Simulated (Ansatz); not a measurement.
Cartesian coordinates in Å:
```
C -1.252 -0.377 -1.492
Al -0.650 0.157 0.282
Cl -2.146 1.001 1.530
B 1.289 -0.024 1.180
O 2.269 0.820 0.771
H -1.717 0.467 -2.010
H -0.441 -0.757 -2.119
H -2.017 -1.157 -1.417
H 1.559 -0.826 2.044
H 3.105 0.696 1.232
```

The species carries charge 0 and has multiplicity 1.

Q: List the B3LYP/def2-TZVPP orbital energies in eV (Ansatz 0.2.0). (Estimate.)

A: Ansatz gave: Occupied: -2761.68, -1524.44, -521.56, -276.08, -256.44, -195.42, -195.36, -195.33, -184.28, -112.41, -73.15, -73.00, -72.90, -28.54, -21.56, -18.55, -15.85, -12.75, -11.28, -10.92, -10.83, -10.55, -10.12, -8.81, -8.69, -8.45, -6.86. Lowest empty: -1.56, -0.96, 0.21, 0.52, 1.78, 2.30, 2.57, 2.79.

B3LYP here is the variant with VWN-RPA as its local correlation; programs differ in this.
